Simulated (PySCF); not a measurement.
Compound: C₆H₆N (doublet state).
Structure used (GFN2-xTB), in Å, numbered top down from 1:
```
atom  x, y, z in Å
C1     3.060   -0.394    0.262
C2     1.862   -0.224    0.397
C3     0.520   -0.035    0.492
C4    -0.360    0.071   -0.721
N5    -0.739    1.465   -0.987
C6    -1.559   -0.728   -0.518
C7    -2.537   -1.373   -0.273
H8     4.094   -0.547    0.173
H9     0.068    0.137    1.457
H10    0.173   -0.294   -1.609
H11   -1.284    1.838   -0.216
H12    0.092    2.035   -1.102
H13   -3.395   -1.951   -0.095
```

The hyperfine couplings belong to this conformer and change with its torsions.

As a line formula: `C#C[CH][C@H](N)C#C` [radical].

Computed with UKS B3LYP, pcH-1 on C H N, non-relativistic, mean-field spin-orbit, GIAO (PySCF 2.14.0). Isolated species at its GFN2-xTB geometry (one conformer only). Couplings are sensitive to structure, and on GFN2-xTB geometries they can be far from those on DFT ones. The SCF solution wasn't tested for stability.

Question: What is the g tensor, term by term?

Answer: 
```
                    Δg (ppm)     1     2     3
relativistic mass correction  -154  -154  -154
            gauge correction     4    34    32
   orbital Zeeman/spin–orbit   -19   427   600
                       total  -169   307   478
```

So g = 2.00215, 2.00263, 2.00280 and g_iso = 2.00252; the tensor is rhombic: the two nearest values differ by 26 % of g3 − g1. Axes: g2 points within 9° of the C3–H9 bond.

Question: What are the electron Larmor frequencies g μB B/h along the three axes at 330 mT?

Answer: 9.2475, 9.2497, 9.2504 GHz for g1, g2 and g3, a range of 3.0 MHz.

Question: At 9.374 GHz, how far is the centre of the isotropic spectrum from where a free electron (g = 2.002319) resonates?

Answer: B = hν/(g μB) with μB/h = 13.99624 MHz/mT gives 334.49 mT for the free electron and 334.45 mT at g_iso, 0.03 mT lower.

Question: Average each term over the three axes. Which is largest in size?

Answer: The orbital-Zeeman/spin–orbit term 336, the mass correction -154 and the gauge correction 23 ppm, for a total of 206 ppm. The orbital-Zeeman/spin–orbit term is the largest in size. The mass correction is the same along every axis, so the anisotropy comes from the other two: their spans along these axes are 31 (gauge) and 618 ppm (orbital Zeeman/spin–orbit).

Question: In a frozen sample, at which fields do the three g values resonate at 9.5, 34, 94 and 263 GHz (hyperfine left aside), and which band first spreads them over more than twice a line width of 1.0 mT?

Answer: 
```tsv
band	GHz	B(g3) mT	B(g2) mT	B(g1) mT	spread mT
X	9.5	338.90	338.93	339.01	0.11
Q	34.0	1212.91	1213.02	1213.31	0.39
W	94.0	3353.35	3353.64	3354.44	1.08
J	263.0	9382.25	9383.05	9385.29	3.03
```

The spread grows in proportion to the frequency. J band is the first where it exceeds 2.0 mT.

The Mulliken spin populations are largest on C3 (+0.74), C1 (+0.54), C2 (-0.26) and N5 (+0.07). The positive populations add up to 1.37 and the negative ones to -0.37, together 2S = 1. The angles at C3 add up to 359.8°, so it is planar; its axial dipolar tensor and the negative coupling of its proton fit spin in a p orbital normal to that plane.

The HOMO–LUMO gaps are 5.97 eV among the α and 4.20 eV among the β orbitals.
